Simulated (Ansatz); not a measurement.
Saddle point of Si3H7F, singlet (Si₃H₇F ([F][SiH2][SiH2][SiH3]) → Si₂H₅F ([F][SiH2][SiH3]) + SiH₂ (still joined by a long Si–F bond); bonds formed: Si1–F3; bonds broken: Si1–Si2; bonds weakened to dative contacts: Si2–F3), PBE0-D4/def2-TZVP structure:

Si1  (-1.043, 0.015, -0.390)
Si2  (0.951, 1.599, -0.218)
F3  (-0.111, 0.956, -1.624)
H4  (0.854, 3.068, -0.516)
H5  (2.298, 1.270, -0.791)
H6  (-1.982, 0.919, 0.316)
H7  (-1.800, -0.642, -1.497)
Si8  (0.016, -1.554, 0.961)
H9  (-0.713, -2.853, 1.065)
H10  (0.170, -0.952, 2.310)
H11  (1.359, -1.827, 0.382)
(Å)

Energies are electronic, without zero-point energy. Barriers and step energies count from the start structure reached by relaxing down the imaginary mode; all methods use the PBE0-D4 structures, on which another method's saddle can fall below an end. Program: Ansatz 0.2.0. Basis: def2-TZVPP, with def2-QZVPP for the basis limit. Cores are frozen in the correlated methods. B3LYP uses VWN-RPA correlation. Extrapolation: Hartree–Fock as exp(−7.88 √X), correlation as X^−2.97.

| method | barrier (kJ/mol) | step energy (kJ/mol) |
| --- | --- | --- |
| SPW92 | ? | 200.9 |
| PBE-D4 | 204.7 | 204.5 |
| BLYP-D4 | 205.3 | 194.3 |
| r2SCAN-D4 | 219.9 | 218.8 |
| B97M-V | 218.0 | 211.5 |
| PBE0-D4 | 221.4 | 216.3 |
| B3LYP-D4 | ? | 205.1 |
| r2SCAN0-D4 | 229.4 | 223.8 |
| BHLYP-D4 | 235.4 | 215.0 |
| CAM-B3LYP-D4 | 225.9 | 210.5 |
| wB97X-V | 229.0 | 218.2 |
| wB97M-V | ? | 196.8 |
| B2PLYP | 226.1 | 214.1 |
| PBE-QIDH | 233.6 | 225.5 |
| RPA on PBE | 216.4 | 202.7 |
| HF | 265.8 | 231.6 |
| MP2 | 230.3 | 219.9 |
| CCSD | 234.1 | 215.7 |
| CCSD(T) | 227.1 | 212.9 |

**Question.** Fill in the withheld barriers. (To be estimated.)

**Answer.** Computed: wB97M-V 210.6; SPW92 197.0; B3LYP-D4 218.7 kJ/mol. Each is the energy of the saddle less that of the start structure, by the same method.

For comparison, the barrier by CCSD(T) at an estimated basis limit (MP2 extrapolated from triple and quadruple zeta, plus CCSD(T) − MP2 in triple zeta) is 226.4 kJ/mol.

T1 diagnostic: at most 0.015.

Losses and insertions of silylenes and their heavier kin drive the gas-phase chemistry of silicon and germanium vapour deposition.

Labels in which every atom is bracketed show which atoms are joined, not bond orders.

For scale, one of the runs: CCSD(T)/def2-TZVPP, 255 basis functions, launched by `ansatz run in.yaml --threads 4 --pin off --events-out ev --progress --plain --max-ram 9574MiB`. Time: 98 s of wall clock on 4 CPU threads of an Arm Neoverse V2; the host was shared. Peak host memory: 5.1 GiB.
